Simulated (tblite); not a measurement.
Species: C4H13FN2Si2.
Atom-mapped SMILES: `[CH3:1][N:2]([CH3:3])[Si@H:4]([NH2:5])/[C:6]([F:7])=[CH:8]/[SiH3:9]` (hydrogens: H10, H11, H12 on C1; H13, H14, H15 on C3; H16 on Si4; H17, H18 on N5; H19 on C8; H20, H21, H22 on Si9)

The geometry is computed with GFN2-xTB (gas phase).

(1) List the bond lengths, angles and torsions at this level.

Answers

(1) 
| bond | length (Å) | order |
| --- | --- | --- |
| C1–N2, N2–C3 | 1.442 | single |
| N2–Si4 | 1.719 | single |
| Si4–N5 | 1.726 | single |
| Si4–C6 | 1.904 | single |
| C6–F7 | 1.369 | single |
| C6=C8 | 1.328 | double |
| C8–Si9 | 1.883 | single |
| C1–H10, C3–H13, C3–H15 | 1.089 | single |
| C1–H11, C1–H12, C3–H14 | 1.096 | single |
| Si4–H16 | 1.469 | single |
| N5–H17, N5–H18 | 1.007 | single |
| C8–H19 | 1.080 | single |
| Si9–H20, Si9–H21, Si9–H22 | 1.465 | single |

Bonds in one row agree within 0.01 Å and their mean is given. Orders are formal, as drawn. A selection of angles:
| angle | degrees |
| --- | --- |
| C1–N2–C3 | 112.1 |
| C1–N2–Si4 | 121.9 |
| N2–Si4–N5 | 105.0 |
| N2–Si4–C6 | 105.3 |
| N5–Si4–C6 | 115.5 |
| Si4–C6–F7 | 113.9 |
| Si4–C6–C8 | 128.6 |
| F7–C6–C8 | 117.4 |
| C6–C8–Si9 | 124.6 |
| H17–N5–Si4 | 118.1 |
| H18–N5–Si4 | 118.5 |

Torsions: C1–N2–Si4–N5 161° (antiperiplanar); N2–Si4–C6–F7 -105° (anticlinal); Si4–C6–C8–Si9 179° (antiperiplanar).

Si9 (SiH3 silicon) is tetrahedral (angles from 107.5° to 110.2°). N2 (silicon-bound nitrogen) has angles 121.9°, 120.6° and 112.1°, sum 354.7°, 0.21 Å off the plane of its three neighbours. The 2 C–Si bonds span 1.883 Å (C8–Si9, drawn single) to 1.904 Å (Si4–C6, drawn single), a spread of 0.021 Å. N5 (silicon-bound nitrogen) is pyramidal (angles 118.5°, 118.1° and 109.9°, sum 346.6°, 0.25 Å off the plane of its three neighbours). Of the pairs four or more bonds apart, C6···H10 is among the closest relative to their van der Waals radii: 2.58 Å, 89 % of the sum of Bondi's values. Si4 (SiH silicon) is distorted tetrahedral (angles from 105.0° to 118.7°).

Point group: C1 (no symmetry element, even within 0.4 Å). GFN2-xTB frequencies show an imaginary mode (25i cm⁻¹), so the point is no minimum at that level. Torsions: C1–N2–Si4–N5 161°, N2–Si4–N5–H -178° and -41°, N2–Si4–C6–F7 -105°.

The run took 6.4 s of wall time on AMD EPYC 7R43, one thread, no GPU, shared host with 256 logical CPUs at a one-minute load of 159. These figures are those of the optimisation.
